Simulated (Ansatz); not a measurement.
Gas-phase electronic energies from Ansatz, PBE0-D4/def2-TZVP geometries. CBS: MP2 limit from def2 TZ/QZ plus the TZ coupled-cluster correction, frozen cores. Functionals use def2-TZVPP. B3LYP here is the variant with VWN-RPA as its local correlation; programs differ in this. For Br outer-core shells are correlated without core-valence functions, which leaves a few kJ/mol of doubt a bond. Scalar relativity is left out up to krypton. Each species was taken in one conformer, which may not be the lowest.

`[AlH2][Br]` + `C=[CH][Al]([CH3])[SiH3]` → `[CH3][Al]([AlH2])[SiH3]` + `C=CBr`  (formal exchange of groups at the Al–Br bond)

```csv
level,ΔE (kJ/mol)
PBE0-D4,212.3
B3LYP-D4,223.2
ωB97X-V,224.3
ωB97M-V,237.0
B2PLYP,227.9
r2SCAN,223.7
B3LYP,220.6
CCSD/CBS(def2),231.4
```

Task: What does CCSD(T)/CBS give? (An estimate is asked.)

Result: Ansatz gave: +229.0 kJ/mol. The listed levels differ from it by -16.7, -5.8, -4.7, 8.0, -1.1, -5.3, -8.4, 2.4 kJ/mol.

Largest T1 diagnostic among the species: 0.012.

In def2-TZVPP, CCSD(T) changes the Hartree–Fock value by −21.2 kJ/mol (the triples alone add −2.4 kJ/mol) and MP2 by −8.1 kJ/mol. From PBE to PBE0 (25 % exact exchange), in def2-TZVPP and without D4, ΔE moves by +12.2 kJ/mol.
